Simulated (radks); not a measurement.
Task: Neutral gadolinium: order these configurations by energy. Method: scalar-relativistic Kohn-Sham, BLYP, spin-polarised, spherical densities, finite nucleus; Fermi nuclear charge, rms radius of each element as measured or else 0.836 A^(1/3) + 0.57 fm; computed with a radial shooting solver on a logarithmic mesh with Libxc functionals. Open shells are filled with parallel spins first. [Xe] 4f7 5d1 6s1 6p1; [Xe] 4f7 5d1 6s2; [Xe] 4f7 5d2 6s1; [Xe] 4f7 6s2 6p1; [Xe] 4f8 6s1 6p1; [Xe] 4f8 6s2.

Result: From the lowest, in eV above it: [Xe] 4f8 6s2 0.000; [Xe] 4f7 5d1 6s2 0.297; [Xe] 4f7 5d2 6s1 1.183; [Xe] 4f8 6s1 6p1 2.139; [Xe] 4f7 6s2 6p1 2.371; [Xe] 4f7 5d1 6s1 6p1 2.471.
